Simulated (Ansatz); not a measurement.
Cartesian coordinates in Å:
```
F -1.9663 1.4234 -1.5327
C -0.6100 1.2020 -1.5780
C -0.1804 0.3609 -0.4742
C 0.1912 -0.3318 0.4296
C 0.6437 -1.1762 1.5314
F 0.0853 -2.3878 1.4786
F 0.3342 -0.6410 2.7145
F 1.9694 -1.3382 1.4929
H -0.3684 0.7200 -2.5304
H -0.0987 2.1686 -1.5317
```

Total charge 0; spin multiplicity 1.

**Question.** List the PBE0/def2-TZVPP orbital energies in eV (the Gaussian-basis code of Ansatz). (Best estimate.)

**Answer.** Ansatz gave: Occupied: -675.32, -675.30, -675.29, -674.39, -285.87, -281.60, -279.65, -279.39, -37.26, -34.74, -34.72, -34.25, -23.30, -21.74, -20.06, -17.93, -17.23, -17.22, -15.46, -14.94, -14.86, -13.73, -13.72, -12.72, -12.70, -12.32, -12.06, -11.24, -11.05, -9.35, -8.96. Lowest empty: -0.85, -0.18, 1.30, 2.75, 2.85, 3.04, 4.06, 4.57.
